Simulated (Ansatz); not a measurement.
Ansatz input wanted

The species is GeS (2 atoms), meant as a singlet with charge 0. As SMILES, `[S+]#[Ge-]`. The bond length is the measured one.

```xyz
2

S     0.0000    0.0000    0.0000
Ge    0.0000    0.0000    2.0121
```

Settings wanted:

* basis set: STO-3G
* task: energy
* method: FCI
* dispersion: none
* reference: RHF
* accuracy: medium
* frozen core orbitals: 14

Q: Write the Ansatz 0.2.0 input and the command.

A: This one ran through:

job.yaml:
```yaml
crystal:
  periodic: [false, false, false]
  atoms:
    - {symbol: S, position_ang: [0.000000, 0.000000, 0.000000]}
    - {symbol: Ge, position_ang: [0.000000, 0.000000, 2.012086]}
basis:
  gaussian:
    orbitals: STO-3G
correlation:
  method: fci
  frozen_orbitals: {Ge: 9, S: 5}
scf:
  omitted_lower_state_checks: [cluster_reference, increment]
```

```bash
$ ansatz run job.yaml --threads 1 --pin off --max-ram 3480MiB --events-out events.jsonl --progress --plain --runs-dir runs
```

Calculated total energy: -2445.01496 Eh. A lower SCF solution exists.
